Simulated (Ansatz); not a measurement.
The first iterations of a band of Cl4Ti + H2 (7 atoms, charge 0, multiplicity 1).

Theory: RKS PBE/def2-SVP in Ansatz 0.2.0.

```yaml
movable_images: 7
climbing_image: yes
spring: 5.0 eV/Å²
optimiser: quadratic models (default)
start_path: straight line
force_threshold: 0.05 eV/Å
iteration_limit: 60
end_points: relaxed
```

Initial state:

```xyz
7
Properties=species:S:1:pos:R:3
Ti 0.486 0.000 -0.092
Cl 0.578 0.000 2.081
Cl 2.504 0.000 -0.901
Cl -0.565 1.776 -0.776
Cl -0.565 -1.776 -0.776
H -3.192 0.000 1.230
H -2.737 0.000 1.849
```

Final state:

```xyz
7
Properties=species:S:1:pos:R:3
Ti -0.839 0.000 -0.674
Cl 0.605 0.000 3.468
Cl 1.307 0.000 -0.965
Cl -1.849 1.828 -1.242
Cl -1.849 -1.828 -1.242
H -0.962 0.000 1.013
H 0.095 0.000 2.257
```

| iteration | highest image above the first end (eV) | largest band force component (eV/Å) |
| --- | --- | --- |
| 1 | 3.700 | 3.888 |
| 2 | 2.549 | 3.409 |
| 3 | 1.941 | 3.815 |

Q: Does the band converge within its limit, and where does its top end?

A: It converged. It ended after 11 iterations with the highest image 1.855 eV above the first end. Another band between the same ends (7 images) ends at a top of the same energy, where a vibrational analysis finds 2 clearly imaginary modes. The orbitals stay closed-shell, which can raise the energy where a bond breaks towards radicals; this wasn't checked here.

Time of the run: 2.8 min on 2 threads of Intel(R) Xeon(R) Platinum 8375C CPU @ 2.90GHz (Ice Lake), with other jobs on the host, peak memory 0.19 GiB.
